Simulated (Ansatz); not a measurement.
System: MoH (charge 0, sextet). The spin state was set by rule; other spins were not relaxed. 
Coordinates optimised at B3LYP-D3(BJ)/def2-TZVP (Ansatz, an electronic-structure program):
```
Mo
H 1 1.7201
```
Charge 0, spin multiplicity 6.

Basis-set convergence of Hartree-Fock and MP2 correlation energies (hartree) with Ansatz. Valence correlation only, unless marked. UHF or UKS for open shells. No spin-orbit coupling. The frozen core is the preceding noble-gas configuration, with the filled d and f shells of earlier blocks. Past Kr the def2 sets carry scalar-relativistic core potentials.

```tsv
basis	functions	E(HF)	E(corr, MP2)
def2-SVP	36	-68.08847	-0.07953
def2-TZVPP	70	-68.11149	-0.10951
def2-QZVPP	111	-68.11323	-0.11603
```

Extrapolating the two largest sets (X = 3 and 4) as X^-3: E(corr) = (64·(-0.11603) - 27·(-0.10951))/37 = -0.1208 Eh, an estimate of the basis-set limit. The largest set recovers 96.1 % of it, the smallest 65.8 %.
